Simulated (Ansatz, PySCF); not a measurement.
System: C2H4BO2, net charge 0, doublet state. SMILES: C(=[CH])B(O)O
Structure (B3LYP-D3(BJ)/def2-TZVP (Ansatz, a program for electronic structure) minimum search):
```xyz
9

C     -2.0121     0.2243     0.5627
C     -0.9885    -0.5414     0.2911
B      0.4279    -0.0281    -0.1201
O      0.6526     1.3183    -0.2139
O      1.3772    -0.9881    -0.3663
H     -3.0463     0.1176     0.8569
H     -1.1177    -1.6288     0.3521
H      1.5415     1.5804    -0.4706
H      2.2481    -0.6676    -0.6193
```
Charge 0, spin multiplicity 2.

Quantity: size of the dipole moment, in D. Terms: six Cartesian d functions in 6-31G* and its kin unless marked 5d; no dispersion term unless named; spin-orbit terms left out; LANL2DZ all-electron up to Ne; UHF or UKS for open shells; non-relativistic. Ab initio and DFT rows: single points at B3LYP-D3(BJ) geometries (Ansatz).

```tsv
level	program	size of the dipole moment (D)
PBE/3-21G	Ansatz	2.77
PBE/6-31G*	Ansatz	2.30
BP86/def2-SVP	PySCF	2.34
BP86/6-31G* (5d)	PySCF	2.32
B3LYP/LANL2DZ	Ansatz	2.43
B3LYP/6-31G*	Ansatz	2.24
B3LYP/6-31+G*	Ansatz	2.16
B3LYP/def2-SVP	Ansatz	2.28
B3LYP/cc-pVDZ	Ansatz	2.22
M06-2X/6-31G* (5d)	PySCF	2.26
```

No value to compare with is used here. The 10 habitual levels span 2.16 (B3LYP/6-31+G*) to 2.77 D (PBE/3-21G).

The levels are drawn from those run, B3LYP/6-31G* more often than the rest, none by its result; left out are runs that failed, that the program found above a lower state of the same kind, or whose <S^2> lies over 0.5 above the pure value.
